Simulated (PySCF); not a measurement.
## From computed data to an observable: oscillator strength and radiative lifetime

In(OH)2(SMe) (CH5InO2S), SMILES C[S][In]([OH])[OH].

Coordinates come from a PBE0-D3(BJ)/def2-SVP optimisation. The structure was generated by enumeration; whether it is a known compound was not checked. The def2 effective core potentials stand for the cores of In; spin–orbit coupling is left out. One conformer was computed; it need not be the lowest.

PySCF 2.14.0 with TDA-CAM-B3LYP/def2-SVPD puts the first singlet state with f over 0.02 at 6.00 eV (vertical), with the transition dipole (0.000, 0.000, -0.691) in atomic units.

Task: Find the oscillator strength, the wavelength and the radiative lifetime that this transition would have in vacuum if emission retraced absorption.

Result: 
|μ|² = 0.4775 au, so |μ| = 1.76 D. ΔE = 6.00/27.211 = 0.2205 hartree. f = (2/3) ΔE |μ|² = 0.070 (the program prints 0.070).
λ = 1239.84/6.00 = 207 nm; ν = 48393 cm⁻¹.
Einstein's coefficient A = 0.6670 ν² f s⁻¹ (ν in cm⁻¹) = 1.1e8 s⁻¹, so τ = 1/A = 9.1 ns. This state is S5; the lower singlets have f = 0.010, 0.012, 0.000, 0.003. The figure is the radiative limit of this one transition; relaxation, internal conversion, crossing to triplets and a medium change what is measured.
